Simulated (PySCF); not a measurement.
# Al⁺: ionisation energy

Al⁺ [Ne] 3s2 (1S) → Al²⁺ [Ne] 3s1 (2S), as a difference of total energies. Calculation: PySCF 2.14, in aug-cc-pCVTZ-DK; the spin-free X2C one-electron Hamiltonian (Gaussian nucleus). Correlated levels: valence: [Ne] frozen. The calculations carry no spin-orbit coupling.

| method | ionisation energy (eV) | error (eV) |
| --- | --- | --- |
| UHF | 17.551 | -1.278 |
| MP2 (valence) | 18.314 | -0.515 |
| SCS-MP2 (valence) | 18.467 | -0.362 |
| CCSD (valence) | 18.630 | -0.199 |

Reference: 18.829 eV (measured; NIST Atomic Spectra Database, ionization energies).

Errors of the correlated levels include the incompleteness of this basis and the frozen core.

With two correlated electrons CCSD is exact in that space.
